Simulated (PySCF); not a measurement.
Isomers of C7H16FNSi, one conformer each; single-point electronic energies without zero-point terms and without any empirical dispersion term.

All values: PBE0/pcSseg-1 (PySCF, non-relativistic), each on one gas-phase PBE0-D3(BJ)/def2-SVP geometry that isn't relaxed in the solvent. The solvent is an IEF-PCM continuum (van der Waals radii × 1.2). The model holds no explicit solvent molecules, cavitation or dispersion.

| isomer | relative energy, gas (kcal/mol) | dipole (D) |
| --- | --- | --- |
| `CC[Si@@H](F)N(C)CC1CC1` | 0.0 | 2.20 |
| `C1N[Si@](C(C)C)([C@H](F)C1)C` | 10.0 | 1.58 |
| `CC(C)[Si@@]1(C)NCC[C@@H]1F` | 10.1 | 1.54 |
| `C[C@@H](CF)[C@H]1CCN([SiH3])C1` | 34.5 | 2.94 |
| `C[C@@H](CF)[C@@H]1CCN([SiH3])C1` | 34.5 | 1.01 |
| `CCC[Si@@H](NC)[C@H]1C[C@@H]1F` | 38.4 | 1.76 |
| `CCC[Si@@H](NC)[C@@H]1C[C@H]1F` | 38.5 | 2.10 |

Q: How do the relative energies look in tetrahydrofuran (ε = 7.426)?

A: 
| isomer | relative energy, solvent (kcal/mol) | E(solvent) − E(gas) (kcal/mol) | dipole in solvent (D) |
| --- | --- | --- | --- |
| `CC[Si@@H](F)N(C)CC1CC1` | 0.0 | -3.2 | 2.57 |
| `C1N[Si@](C(C)C)([C@H](F)C1)C` | 9.9 | -3.3 | 2.00 |
| `CC(C)[Si@@]1(C)NCC[C@@H]1F` | 10.0 | -3.4 | 1.87 |
| `C[C@@H](CF)[C@H]1CCN([SiH3])C1` | 35.1 | -2.6 | 3.60 |
| `C[C@@H](CF)[C@@H]1CCN([SiH3])C1` | 35.0 | -2.7 | 1.24 |
| `CCC[Si@@H](NC)[C@H]1C[C@@H]1F` | 38.2 | -3.4 | 2.08 |
| `CCC[Si@@H](NC)[C@@H]1C[C@H]1F` | 38.3 | -3.4 | 2.50 |

The lowest stays, but the order above it changes. Conformers: `[CH3:1][CH2:2][Si@@H:3]([F:4])[N:5]([CH3:6])[CH2:7][CH:8]1[CH2:9][CH2:10]1` with C1–C2–Si3–F4 58°, C2–Si3–N5–C6 151°, Si3–N5–C7–C8 122°, N5–C7–C8–C9 91°; `[CH3:1][CH:2]([CH3:3])[Si@@:4]1([CH3:5])[NH:6][CH2:7][CH2:8][C@H:9]1[F:10]` with C1–C2–Si4–C5 63°, C2–Si4–N6–C7 108°, Si4–N6–C7–C8 27°, N6–C7–C8–C9 -42°, C7–C8–C9–F10 -78°; `[CH3:1][CH:2]([CH3:3])[Si@@:4]1([CH3:5])[NH:6][CH2:7][CH2:8][C@@H:9]1[F:10]` with C1–C2–Si4–C5 -74°, C2–Si4–N6–C7 116°, Si4–N6–C7–C8 -23°, N6–C7–C8–C9 41°, C7–C8–C9–F10 75°; `[CH3:1][C@@H:2]([CH2:3][F:4])[C@H:5]1[CH2:6][CH2:7][N:8]([SiH3:9])[CH2:10]1` with C1–C2–C3–F4 -172°, C1–C2–C5–C6 59°, C2–C5–C6–C7 162°, C5–C6–C7–N8 -21°, C6–C7–N8–Si9 -178°, C7–N8–C10–C5 27°; `[CH3:1][C@@H:2]([CH2:3][F:4])[C@@H:5]1[CH2:6][CH2:7][N:8]([SiH3:9])[CH2:10]1` with C1–C2–C3–F4 -56°, C1–C2–C5–C6 175°, C2–C5–C6–C7 -160°, C5–C6–C7–N8 23°, C6–C7–N8–Si9 176°, C7–N8–C10–C5 -24°; `[CH3:1][CH2:2][CH2:3][Si@@H:4]([NH:5][CH3:6])[C@H:7]1[CH2:8][C@@H:9]1[F:10]` with C1–C2–C3–Si4 -179°, C2–C3–Si4–N5 -177°, C3–Si4–N5–C6 170°, C3–Si4–C7–C8 82°; `[CH3:1][CH2:2][CH2:3][Si@@H:4]([NH:5][CH3:6])[C@@H:7]1[CH2:8][C@H:9]1[F:10]` with C1–C2–C3–Si4 -179°, C2–C3–Si4–N5 -174°, C3–Si4–N5–C6 173°, C3–Si4–C7–C8 152°. The gains span 0.8 kcal/mol, the gas-phase energies 38.5 kcal/mol.
